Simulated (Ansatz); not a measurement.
## Match the barriers

Saddle point of SiH₅Cl₂OF, singlet (SiH₂ClF ([F][SiH2][Cl]) + HCl + H₂O → SiHCl₂F ([F][SiH]([Cl])[Cl]) + H₂O + H₂; bonds formed: Si1–Cl4, H2–H8, O9–H10; bonds broken: Si1–H2, Cl4–H10, H8–O9), PBE0-D4/def2-TZVP structure:

Si1  (-0.909, 0.510, -0.565)
H2  (0.417, -0.279, -0.980)
Cl3  (-1.601, -0.166, -2.428)
Cl4  (0.564, 1.770, 0.641)
H5  (-1.815, 1.666, -0.495)
H6  (0.870, -1.402, 1.407)
F7  (-1.365, -0.542, 0.569)
H8  (0.927, -0.716, -0.135)
O9  (1.488, -0.905, 0.849)
H10  (1.422, 0.063, 1.138)
(Å)

Program: Ansatz 0.2.0. Basis: def2-TZVPP, with def2-QZVPP for the basis limit. Cores are frozen in the correlated methods. B3LYP uses VWN-RPA correlation. Extrapolation: Hartree–Fock as exp(−7.88 √X), correlation as X^−2.97. Four methods, as single points on the PBE0-D4 structures, gave these electronic barriers from the start structure: 97.0, 132.3, 143.5, 210.6 kJ/mol.

**Question.** The methods were, in alphabetical order, B3LYP-D4, CCSD(T), HF, PBE-D4. Which gave which? (A judgement: the text doesn't fix the answer.)

**Answer.** By the calculation: PBE-D4 97.0; B3LYP-D4 132.3; CCSD(T) 143.5; HF 210.6 kJ/mol. For comparison, CCSD(T) at an estimated basis limit (MP2 extrapolated from triple and quadruple zeta, plus CCSD(T) − MP2 in triple zeta) gives 137.5 kJ/mol.

The T1 diagnostic stays at or below 0.011.

Labels in which every atom is bracketed show which atoms are joined, not bond orders.

For scale, one of the runs: CCSD(T)/def2-TZVPP, 258 basis functions, launched by `ansatz run in.yaml --threads 8 --pin off --events-out ev --progress --plain --max-ram 19148MiB`. The run took 110 s on 8 CPU threads of an Arm Neoverse V2 (shared host), with 5.8 GiB of host memory at its peak.
